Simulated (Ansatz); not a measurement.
Complex (SMILES): F (HF) with F (HF), atoms 1 to 2 the first; geometry from B3LYP-D3(BJ)/def2-TZVP, monomers rigid:
```xyz
4

F     -0.1109     0.0578    -0.7031
H      0.2570     0.2171     0.1337
F      1.2812     1.5025    -2.5344
H      0.7179     0.9578    -2.0301
```

Interaction energy at PBE with Ansatz (an electronic-structure program), kcal/mol, without and with the counterpoise correction (monomers among the partner's ghost functions). Cartesian d functions, on some or all atoms, in 6-31G**, 6-31+G*; all else is spherical. No added dispersion term, no relativity. Reference, counterpoise-corrected: the value in aug-cc-pV5Z, -4.73.

```
basis            functions  uncorrected
---------------  ---------  -----------
def2-SV(P)              32        -9.10
6-31G**                 40        -8.75
6-31+G*                 42        -5.66
6-311G**                48        -7.76
6-311+G**               56        -5.29
def2-SVPD               62        -5.19
aug-pcseg-1             64        -5.32
6-311++G(2d,2p)         74        -5.09
pcseg-2                 88        -5.14
def2-TZVPP              90        -5.47
def2-TZVPD              98        -4.68
cc-pVQZ                170        -5.52
```

Q: How large is the counterpoise correction in each set?

A: def2-SV(P) 3.28, 6-31G** 3.23, 6-31+G* 0.70, 6-311G** 2.55, 6-311+G** 0.53, def2-SVPD 0.46, aug-pcseg-1 0.64, 6-311++G(2d,2p) 0.46, pcseg-2 0.33, def2-TZVPP 0.65, def2-TZVPD 0.05, cc-pVQZ 0.66 kcal/mol. The corrected value lies nearer the reference in 11 of 12 rows.
